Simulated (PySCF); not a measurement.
Species: C4HBCl2O.
Bonds: C1–C2 (triple), C2–C3, C3–C4 (double), C4–O5 (double), C3–B6, B6–Cl7, B6–Cl8. Hydrogens: H9 on C1.

A GFN2-xTB structure with every atom displaced at random (by about 0.01 Å) was refined with PBE0-D3(BJ)/def2-SVP geometry optimisation, gas phase in PySCF. Values at the start:

| coordinate | start |
| --- | --- |
| C1≡C2 | 1.204 Å |
| C1–H9 | 1.033 Å |
| C2–C3 | 1.422 Å |
| C3=C4 | 1.367 Å |
| C3–B6 | 1.542 Å |
| C4=O5 | 1.117 Å |
| B6–Cl7 | 1.705 Å |
| B6–Cl8 | 1.740 Å |
| C1–C2–C3 | 179.1° |
| C2–C3–C4 | 116.8° |
| C2–C3–B6 | 122.1° |
| C3–C4–O5 | 178.6° |
| C3–B6–Cl7 | 118.9° |
| C4–C3–B6 | 121.2° |
| Cl7–B6–Cl8 | 120.5° |

Q: How do these coordinates change at the PBE0-D3(BJ)/def2-SVP level?

A: 
```
coordinate  PBE0-D3(BJ)/def2-SVP (Å or °)  change
     C1–H9                          1.075  +0.042
    B6–Cl7                          1.743  +0.038
     C4=O5                          1.147  +0.030
     C3=C4                          1.344  -0.023
    B6–Cl8                          1.760  +0.020
     C1≡C2                          1.212  +0.008
     C3–B6                          1.535  -0.007
     C2–C3                          1.426  +0.004
  C4–C3–B6                          116.3    -4.9
  C2–C3–B6                          125.3    +3.2
  C2–C3–C4                          118.4    +1.6
 C3–B6–Cl7                          120.1    +1.2
Cl7–B6–Cl8                          119.8    -0.7
  C3–C4–O5                          179.2    +0.6
  C1–C2–C3                          178.8    -0.3
```

The energy falls by 3.7 kcal/mol over 6 energy and gradient evaluations, the largest force component goes from 0.0946 to 4.2e-04 Eh/bohr, and the atoms move by 0.082 Å rms after alignment. The bond that changes most is C1–H9 (terminal alkyne carbon to alkyne hydrogen), which lengthens by 0.042 Å. Bonds longer at the end by more than 0.005 Å: 5 of 8; shorter: 2. Rotational constants go from 1519, 1328, 708.5 to 1488, 1333, 703.3 MHz.

The run used 125 basis functions and 47 SCF cycles in all. On an Arm Neoverse V1 with one thread, shared host, this took 37 s and 0.58 GiB of memory at its peak.

No frequency check.

Shape of the structure used: `[CH:1]#[C:2][C:3](=[C:4]=[O:5])[B:6]([Cl:7])[Cl:8]`: C2–C3–B6–Cl7 -1°.
